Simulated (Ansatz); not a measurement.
GeH$_{2}$ (SMILES [GeH2]), closed shell: a trajectory.

The input file, in.yaml:

```yaml
crystal:
  periodic: [false, false, false]
  atoms:
    - {symbol: Ge, position_ang: [-0.595300, 0.423190, -0.275320]}
    - {symbol: H, position_ang: [0.781140, 0.707120, 0.503840]}
    - {symbol: H, position_ang: [-0.185840, -1.130300, -0.228530]}
basis:
  gaussian: {orbitals: def2-SVP}
hamiltonian: {xc: {name: B3LYP}, dispersion: d4}
md: {n_steps: 30, timestep: 1.0, temperature: 500, ensemble: nve, seed: 812, initial_velocities: maxwell_boltzmann}
```

Launched with

```bash
ansatz run in.yaml --threads 2 --pin off --events-out ev --progress --plain --max-ram 3481MiB
```

Output of Ansatz 0.2.0:

```
Functional definition: B3LYP
  name "B3LYP"
  cite "Stephens, Devlin, Chabalowski & Frisch, J. Phys. Chem. 98, 11623 (1994) doi:10.1021/j100096a001"
  cite "Becke, Phys. Rev. A 38, 3098 (1988) doi:10.1103/PhysRevA.38.3098"
  cite "Lee, Yang & Parr, Phys. Rev. B 37, 785 (1988) doi:10.1103/PhysRevB.37.785"
  cite "Vosko, Wilk & Nusair, Can. J. Phys. 58, 1200 (1980) doi:10.1139/p80-159"
  parameter a0 = 0.2
  parameter ax = 0.72
  parameter ac = 0.81
  exchange = (1 - a0 - ax)*slater_x + ax*b88_x + a0*exact_x
  correlation = (1 - ac)*vwn_rpa_c + ac*lyp_c
452 factors; integrals over basis functions are off by at most 2.3e-4 eV
mean field evaluation 1: about -56542.9200 eV, gradient 1.5e1 eV
mean field evaluation 2: about -56543.1280 eV, gradient 1.3e1 eV
mean field evaluation 4: about -56543.4109 eV, gradient 3.2e-1 eV
mean field evaluation 8: about -56543.4102 eV, gradient 8.1e-3 eV
mean field -56543.41016130 eV, -2077.9319969278 hartree, gradient 2.3e-5 eV, S^2 0.000000; 0 other end points of the search recorded, 0 dependent functions left out
the calculation of the forces begins
reference -56543.41034289 eV, -2077.9320036012 hartree; 17, 17 occupied and 25, 25 virtual orbitals, 452 factors
md step     0: t =     0.00 fs  T =   500.0 K  F+E_penalty+E_count = -56543.44823912 eV  E_kin = 0.064630 eV  conserved = -56543.38360912 eV  (23 SCF iters)
md step     1: t =     1.00 fs  T =   477.3 K  F+E_penalty+E_count = -56543.44525837 eV  E_kin = 0.061691 eV  conserved = -56543.38356738 eV  (24 SCF iters, 3 dispersion substeps)
md step     2: t =     2.00 fs  T =   363.6 K  F+E_penalty+E_count = -56543.42998487 eV  E_kin = 0.046993 eV  conserved = -56543.38299163 eV  (24 SCF iters, 3 dispersion substeps)
md step     3: t =     3.00 fs  T =   229.1 K  F+E_penalty+E_count = -56543.41178755 eV  E_kin = 0.029616 eV  conserved = -56543.38217155 eV  (23 SCF iters, 3 dispersion substeps)
md step     4: t =     4.00 fs  T =   166.4 K  F+E_penalty+E_count = -56543.40323925 eV  E_kin = 0.021502 eV  conserved = -56543.38173683 eV  (24 SCF iters, 3 dispersion substeps)
md step     5: t =     5.00 fs  T =   222.6 K  F+E_penalty+E_count = -56543.41084844 eV  E_kin = 0.028773 eV  conserved = -56543.38207588 eV  (24 SCF iters, 3 dispersion substeps)
md step     6: t =     6.00 fs  T =   360.8 K  F+E_penalty+E_count = -56543.42953223 eV  E_kin = 0.046642 eV  conserved = -56543.38289013 eV  (23 SCF iters, 3 dispersion substeps)
md step     7: t =     7.00 fs  T =   489.9 K  F+E_penalty+E_count = -56543.44686330 eV  E_kin = 0.063324 eV  conserved = -56543.38353897 eV  (23 SCF iters, 3 dispersion substeps)
md step     8: t =     8.00 fs  T =   532.0 K  F+E_penalty+E_count = -56543.45242780 eV  E_kin = 0.068766 eV  conserved = -56543.38366223 eV  (23 SCF iters, 3 dispersion substeps)
md step     9: t =     9.00 fs  T =   465.7 K  F+E_penalty+E_count = -56543.44352990 eV  E_kin = 0.060199 eV  conserved = -56543.38333132 eV  (24 SCF iters, 3 dispersion substeps)
md step    10: t =    10.00 fs  T =   323.3 K  F+E_penalty+E_count = -56543.42460284 eV  E_kin = 0.041796 eV  conserved = -56543.38280712 eV  (24 SCF iters, 3 dispersion substeps)
md step    11: t =    11.00 fs  T =   163.4 K  F+E_penalty+E_count = -56543.40344017 eV  E_kin = 0.021122 eV  conserved = -56543.38231777 eV  (23 SCF iters, 3 dispersion substeps)
md step    12: t =    12.00 fs  T =    43.3 K  F+E_penalty+E_count = -56543.38758795 eV  E_kin = 0.005593 eV  conserved = -56543.38199507 eV  (23 SCF iters, 3 dispersion substeps)
md step    13: t =    13.00 fs  T =     1.7 K  F+E_penalty+E_count = -56543.38211876 eV  E_kin = 0.000224 eV  conserved = -56543.38189473 eV  (19 SCF iters, 3 dispersion substeps)
md step    14: t =    14.00 fs  T =    51.0 K  F+E_penalty+E_count = -56543.38862214 eV  E_kin = 0.006591 eV  conserved = -56543.38203069 eV  (18 SCF iters, 3 dispersion substeps)
md step    15: t =    15.00 fs  T =   174.5 K  F+E_penalty+E_count = -56543.40494586 eV  E_kin = 0.022560 eV  conserved = -56543.38238597 eV  (23 SCF iters, 3 dispersion substeps)
md step    16: t =    16.00 fs  T =   329.8 K  F+E_penalty+E_count = -56543.42552487 eV  E_kin = 0.042631 eV  conserved = -56543.38289388 eV  (23 SCF iters, 3 dispersion substeps)
md step    17: t =    17.00 fs  T =   457.8 K  F+E_penalty+E_count = -56543.44257892 eV  E_kin = 0.059177 eV  conserved = -56543.38340177 eV  (24 SCF iters, 3 dispersion substeps)
md step    18: t =    18.00 fs  T =   502.9 K  F+E_penalty+E_count = -56543.44866470 eV  E_kin = 0.065006 eV  conserved = -56543.38365839 eV  (24 SCF iters, 3 dispersion substeps)
md step    19: t =    19.00 fs  T =   442.1 K  F+E_penalty+E_count = -56543.44055944 eV  E_kin = 0.057142 eV  conserved = -56543.38341762 eV  (25 SCF iters, 3 dispersion substeps)
md step    20: t =    20.00 fs  T =   309.8 K  F+E_penalty+E_count = -56543.42273159 eV  E_kin = 0.040043 eV  conserved = -56543.38268823 eV  (24 SCF iters, 3 dispersion substeps)
md step    21: t =    21.00 fs  T =   191.6 K  F+E_penalty+E_count = -56543.40670188 eV  E_kin = 0.024771 eV  conserved = -56543.38193039 eV  (23 SCF iters, 3 dispersion substeps)
md step    22: t =    22.00 fs  T =   171.7 K  F+E_penalty+E_count = -56543.40395991 eV  E_kin = 0.022189 eV  conserved = -56543.38177082 eV  (23 SCF iters, 3 dispersion substeps)
md step    23: t =    23.00 fs  T =   267.2 K  F+E_penalty+E_count = -56543.41689347 eV  E_kin = 0.034540 eV  conserved = -56543.38235381 eV  (23 SCF iters, 3 dispersion substeps)
md step    24: t =    24.00 fs  T =   414.4 K  F+E_penalty+E_count = -56543.43673524 eV  E_kin = 0.053560 eV  conserved = -56543.38317555 eV  (23 SCF iters, 3 dispersion substeps)
md step    25: t =    25.00 fs  T =   519.2 K  F+E_penalty+E_count = -56543.45076475 eV  E_kin = 0.067117 eV  conserved = -56543.38364803 eV  (23 SCF iters, 3 dispersion substeps)
md step    26: t =    26.00 fs  T =   522.2 K  F+E_penalty+E_count = -56543.45108594 eV  E_kin = 0.067501 eV  conserved = -56543.38358514 eV  (24 SCF iters, 3 dispersion substeps)
md step    27: t =    27.00 fs  T =   423.3 K  F+E_penalty+E_count = -56543.43787171 eV  E_kin = 0.054714 eV  conserved = -56543.38315727 eV  (23 SCF iters, 3 dispersion substeps)
md step    28: t =    28.00 fs  T =   267.4 K  F+E_penalty+E_count = -56543.41718568 eV  E_kin = 0.034560 eV  conserved = -56543.38262565 eV  (23 SCF iters, 3 dispersion substeps)
md step    29: t =    29.00 fs  T =   115.1 K  F+E_penalty+E_count = -56543.39706009 eV  E_kin = 0.014877 eV  conserved = -56543.38218355 eV  (23 SCF iters, 3 dispersion substeps)
md step    30: t =    30.00 fs  T =    18.8 K  F+E_penalty+E_count = -56543.38436749 eV  E_kin = 0.002435 eV  conserved = -56543.38193283 eV  (25 SCF iters, 3 dispersion substeps)
Total energy: -56543.38454957 eV, -2077.9310557142 hartree
Atom 0 at    -0.596100     0.424580    -0.275597 Å, force     0.715380    -1.115033     0.262354 eV/Å
Atom 1 at     0.800877     0.694550     0.513133 Å, force    -0.267349     0.172820    -0.125591 eV/Å
Atom 2 at    -0.147934    -1.217872    -0.217846 Å, force    -0.448031     0.942213    -0.136763 eV/Å
Dipole moment:    -0.063202     0.082761    -0.024957 e Å

[the SCF lines of later steps are left out]
```

The lines “mean field evaluation” count trial sets of orbitals through the whole run, from several starts and some on an approximate energy, so they need not fall steadily or lie above the final value.

Hardware: 2 CPU threads of an Arm Neoverse V2, shared host. Wall time about 11 s.
